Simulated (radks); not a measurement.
Problem. All-electron atom: the rhodium ion Rh0.5+ in [Kr] 5s(up 0.5, down 0.5) 4d(up 4.75, down 2.75) (fractional occupations, a model configuration). Method: scalar-relativistic Kohn-Sham, LDA (Slater exchange, Perdew-Wang correlation), spin-polarised, spherical densities, point nucleus; computed with a radial shooting solver on a logarithmic mesh with Libxc functionals. Some entries of the table are withheld. Estimate them.

orbital,occ.,eigenvalue (eV),<1/r> (bohr^-1),<r^2> (bohr^2)
1s up,1,-23014.58,47.00,0.001441
1s down,1,-23014.58,47.00,0.001441
2s up,1,-3342.325,10.64,0.02379
2s down,1,-3342.026,10.64,0.02379
2p up,3,-2998.033,10.31,0.01871
2p down,3,-2997.797,10.31,0.01871
3s up,1,-601.3892,3.704,0.1754
3s down,1,-601.1774,3.704,0.1753
3p up,3,-488.2254,3.531,0.1778
3p down,3,-487.9952,3.531,0.1777
3d up,5,-306.7146,3.306,0.1643
3d down,5,-306.4085,3.306,0.1642
4s up,1,-88.6552,1.407,1.086
4s down,1,-87.3939,1.409,1.084
4p up,3,-56.5976,1.258,(1)
4p down,3,-55.2954,1.259,(2)
4d up,4.75,-11.7924,0.8917,2.837
4d down,2.75,-10.5920,0.8819,2.961
5s up,0.5,(3),0.4302,10.11
5s down,0.5,(4),0.4188,10.62

Solution. 
(1) 4p up <r^2> (bohr^2): 1.335
(2) 4p down <r^2> (bohr^2): 1.335
(3) 5s up eigenvalue (eV): -8.5524
(4) 5s down eigenvalue (eV): -8.0869
